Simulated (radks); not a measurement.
Yb7+, configuration [Kr] 4d10 4f10 5s2 5p5 (not the ground configuration). All-electron calculation, scalar-relativistic Kohn-Sham, PBEsol, spin-polarised, spherical densities, finite nucleus; open shells are filled with parallel spins first (spin-orbit coupling, left out, can overturn this in heavy ions); Fermi nuclear charge, rms radius 5.3108 fm. Program: a radial shooting solver on a logarithmic mesh with Libxc functionals.

Normalised radial functions P(r) = r R(r), r in bohr:

```
   r/bohr * 4d down (the largest magnitude, 1.5, reaches the edge; | marks zero)
 0.001624                             *
 0.002148                             *
  0.00282                             *
 0.003701                             *
 0.004858                             *
 0.006377                             *
  0.00837                             *
  0.01099                             *
  0.01442                             *
  0.01908                             |*
  0.02504                             |*
  0.03287                             | *
  0.04315                             |   *
  0.05664                             |      *
  0.07434                             |          *
  0.09758                             |             *
   0.1281                             |               *
   0.1695                             |           *
   0.2224                             |  *
    0.292                  *          |
   0.3832      *                      |
    0.503  *                          |
   0.6603       *                     |
   0.8667                *            |
    1.138                        *    |
    1.505                            *|
    1.976                             *
    2.593                             *
    3.404                             *
```

4d down: eigenvalue -302.66 eV, 1 radial node at r = 0.236 bohr, <r> = 0.551 bohr, 90 % of the charge inside 0.824 bohr.
